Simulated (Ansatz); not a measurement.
Er(NO3)3 in a box, plane waves

Ansatz 0.2.0, DFT PBE, scalar-relativistic, plane waves, PAW, molecule in a box. The geometry was relaxed with Gaussian bases (PBE0; Er lcecp-1-SVP with ECP57, O def2-SVP, N def2-SVP).

```yaml
crystal:
  lattice:
    - [14.87, 0.0, 0.0]
    - [0.0, 15.78, 0.0]
    - [0.0, 0.0, 11.09]
  atoms:
    - { symbol: Er, position: [0.43424748, 0.50000317, 0.49978179], spin: 3.0 }
    - { symbol: O, position: [0.57084533, 0.48471039, 0.59379261] }
    - { symbol: O, position: [0.57084533, 0.51529531, 0.40577096] }
    - { symbol: "N", position: [0.6181809, 0.50000253, 0.49978179] }
    - { symbol: O, position: [0.69749496, 0.50000253, 0.49978179] }
    - { symbol: O, position: [0.38000269, 0.61912484, 0.59379261] }
    - { symbol: O, position: [0.35189442, 0.6038327, 0.40577096] }
    - { symbol: "N", position: [0.3422811, 0.65010837, 0.49978179] }
    - { symbol: O, position: [0.30262408, 0.71483587, 0.49978179] }
    - { symbol: O, position: [0.35189375, 0.39617427, 0.59379261] }
    - { symbol: O, position: [0.38000202, 0.3808815, 0.40577096] }
    - { symbol: "N", position: [0.34228043, 0.34989797, 0.49978179] }
    - { symbol: O, position: [0.30262273, 0.2851711, 0.49978179] }
basis:
  ecutwfc: 420
  ecutrho_ratio: 4
kpoints:
  mp_grid: { grid: [1, 1, 1] }
hamiltonian:
  xc: pbe
scf:
  occupations: { method: gaussian, width: 0.01 }
output:
  forces: true
  eigenvalues: true
  populations: true
  hubbard: { sites: [{ species: Er, l: f }] }
magnetization:
  spin_polarized: true
```

Command:
```sh
ansatz run input.yaml --threads 4 --pin off --max-ram 8192MiB --backend cpu --events-out ev --progress --plain --runs-dir out
```
It took 120 s on 4 threads of Arm Neoverse V2, with other jobs on the host, peak memory 2 GiB.

(1) How does the SCF go?

(2) Which levels lie next to the highest filled one (eV, counted from it)?

(3) How is the f shell of Er1 filled?

(4) What forces are left at this geometry, relaxed with Gaussian bases (eV/Å)?

The open shells may stand above their lowest state.

Forces this large are more than functional and basis usually give, so the two programs probably hold different electronic states.

An lcecp potential fixes the number of 4f electrons, so in runs with it no electron can move into or out of that shell.

## Answers

(1) 
```
SCF iter   1: F=—  HF=-18341.100398 eV  |F-HF|=—  |Δ(HF+E_count)|=         —  Δρ=1.96e-2 (↑1.89e-2 ↓1.96e-2)
Mixer restart at iter 1: flushing history
preconditioner: auto → Resta (q_TF=auto, 1.560 Å⁻¹)  ε∞=1.3  [insulator: Δε(μ)=0.124 eV  Ē_g=10.733 eV  σ=0.010 eV  W_gap=0.61  n_
spin=Collinear: Resta preconditioning applied to the charge; magnetization (m = ρ↑ − ρ↓) channel mixes plain (no charge-response k
SCF iter   2: F=—  HF=-18334.633811 eV  |F-HF|=—  |Δ(HF+E_count)|=         —  Δρ=7.84e-3 (↑7.84e-3 ↓7.47e-3)
...
SCF iter  19: F=—  HF=-18334.595664 eV  |F-HF|=—  |Δ(HF+E_count)|=   2.33e-6  Δρ=6.03e-6 (↑2.11e-6 ↓6.03e-6)
SCF iter  20: F=—  HF=-18334.595666 eV  |F-HF|=—  |Δ(HF+E_count)|=   1.92e-6  Δρ=6.87e-6 (↑6.21e-6 ↓6.87e-6)
SCF iter  21: F=—  HF=-18334.595665 eV  |F-HF|=—  |Δ(HF+E_count)|=   5.55e-7  Δρ=1.90e-6 (↑1.20e-6 ↓1.90e-6)
SCF iter  22: F=—  HF=-18334.595665 eV  |F-HF|=—  |Δ(HF+E_count)|=   4.70e-8  Δρ=1.16e-6 (↑9.06e-7 ↓1.16e-6)
SCF iter  23: F=-18334.595665 eV  HF=-18334.595665 eV  |F-HF|=5.35e-9  |Δ(HF+E_count)|=   4.40e-9  Δρ=5.47e-7 (↑3.36e-7 ↓5.47e-7)
```

(2) Filled: -0.58, -0.58, -0.41, -0.41, -0.35, -0.23, -0.22, -0.06, -0.06, 0.00. Empty: 1.11, 1.18, 1.23, 3.83, 3.83, 3.85, 3.85, 4.16.

(3) Natural occupations, full = 1; up: 1.00, 1.00, 1.00, 1.00, 1.00, 1.00, 1.00; down: 0.06, 0.07, 0.13, 1.00, 1.00, 1.00, 1.00; in all 11.24 e.

(4) 
```
Er  -0.12  0.00  0.00
O   -0.63 -0.23  1.22
O   -0.63  0.23 -1.22
N   -0.59  0.00  0.00
O    1.89  0.00  0.00
O    0.58 -0.41  1.21
O    0.12 -0.69 -1.16
N    0.28 -0.49 -0.01
O   -0.94  1.62  0.00
O    0.12  0.69  1.16
O    0.58  0.41 -1.21
N    0.28  0.49  0.01
O   -0.94 -1.62  0.00
```
